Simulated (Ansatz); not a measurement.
Geometry optimisation, Ansatz 0.2.0, RKS PBE0-D4/def2-SVP.

Input file:

```yaml
crystal:
  periodic: [false, false, false]
  atoms:
    - { symbol: Al, position_ang: [-0.6002, -0.906, -0.0961] }
    - { symbol: H, position_ang: [1.1243, -0.4026, -0.9774] }
    - { symbol: O, position_ang: [-0.2656, -2.1839, 0.869] }
    - { symbol: O, position_ang: [-1.7808, -0.6427, -1.2041] }
    - { symbol: H, position_ang: [0.5359, 1.451, 0.4757] }
    - { symbol: O, position_ang: [-0.5032, 0.9593, 1.0282] }
    - { symbol: H, position_ang: [1.4346, 0.4929, -0.7108] }
    - { symbol: O, position_ang: [1.5951, 1.6569, -0.2047] }
    - { symbol: H, position_ang: [-0.1828, -2.8987, 1.4785] }
    - { symbol: H, position_ang: [-2.4563, -0.6639, -1.8617] }
    - { symbol: H, position_ang: [-1.2258, 1.5321, 0.7872] }
    - { symbol: H, position_ang: [2.3248, 1.6056, 0.4161] }
basis:
  gaussian: { orbitals: def2-SVP }
hamiltonian:
  xc: pbe0
  dispersion: d4
relax:
  f_tol: 0.15
  max_steps: 25
  restrain:
    - { distance: [0, 5], at: 1.87, k: 30.0 }
    - { distance: [4, 7], at: 0.97, k: 30.0 }
    - { distance: [6, 1], at: 0.62, k: 30.0 }
    - { distance: [0, 1], at: 2.82, k: 30.0 }
    - { distance: [4, 5], at: 2.27, k: 30.0 }
    - { distance: [6, 7], at: 2.27, k: 30.0 }
output:
  orbitals: {}
```

Command:

```bash
$ ansatz run input.yaml --threads 2 --pin off --max-ram 3072MiB --backend cpu --events-out ev --progress --plain --runs-dir out
```

**Question.** Where does it end, and by what steps?

**Answer.** The run ended unconverged. The restraints hold the end off the free minimum. After 24 steps the energy has fallen by 1.956 eV (the restraints' own energy left out); H7 moved furthest, 1.34 Å. Joined: Al1–O8, H2–H7, H5–O8.

```tsv
step	energy less start (eV)	largest force component (eV/Å)	accepted
0	0.0000	2.976	yes
1	-0.0995	3.541	yes
2	-0.3345	6.217	yes
3	-0.6581	4.285	yes
4	-0.8868	1.885	yes
5	-0.8787	2.626	yes
6	-0.9127	2.402	yes
7	-0.9670	1.451	no
8	-0.9551	2.377	yes
9	-1.0196	2.373	yes
10	-1.0973	2.315	yes
11	-1.1329	2.319	yes
12	-1.1401	2.304	yes
13	-1.1630	2.028	yes
14	-1.2386	1.678	yes
15	-1.3887	1.631	yes
16	-1.6018	1.969	yes
17	-1.7461	2.241	yes
18	-1.9041	1.700	no
19	-1.8656	2.084	yes
20	-1.8870	2.230	yes
21	-1.9805	1.187	no
22	-1.9118	2.306	yes
23	-1.9535	1.926	yes
24	-1.9559	2.312	yes
```

```xyz
12
Properties=species:S:1:pos:R:3
Al -0.582 -0.103 0.224
H 1.357 -1.002 -1.622
O 0.382 -1.450 0.734
O -1.544 -0.115 -1.189
H 0.796 1.739 0.659
O -1.172 1.021 1.524
H 1.373 -0.315 -1.782
O 1.009 1.061 -0.004
H 0.180 -1.940 1.534
H -1.445 -0.750 -1.902
H -2.078 1.333 1.448
H 1.724 0.521 0.375
```

The run took 71 s on 2 threads of Arm Neoverse V1, on a shared host, peak memory 0.24 GiB.
